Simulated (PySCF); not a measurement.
Ge(Cl)2 anion (Cl2Ge), SMILES [Cl][Ge][Cl] (connectivity only; charge and spin as stated), charge -1, multiplicity 2.

Coordinates come from a PBE-D3(BJ)/def2-SVPD optimisation. The spin state was assumed, not searched. The isomer is the one that the SMILES or the coordinates give; other isomers of the formula were not compared.

The numbers are results of PBE-D3(BJ)/def2-SVPD in PySCF, not measurements.

Frequencies are harmonic and unscaled.

List the normal modes with their intensities. (The exact figures need the calculation; the answer reports its results.)


| mode | ν (cm⁻¹) | IR (km/mol) | moving atoms (share of kinetic energy) |
|---|---|---|---|
| 1 | 104 | 0.1 | Cl 84 %, Ge 16 % |
| 2 | 260 | 106.5 | Cl 64 %, Ge 36 % |
| 3 | 290 | 42.6 | Cl 67 %, Ge 33 % |
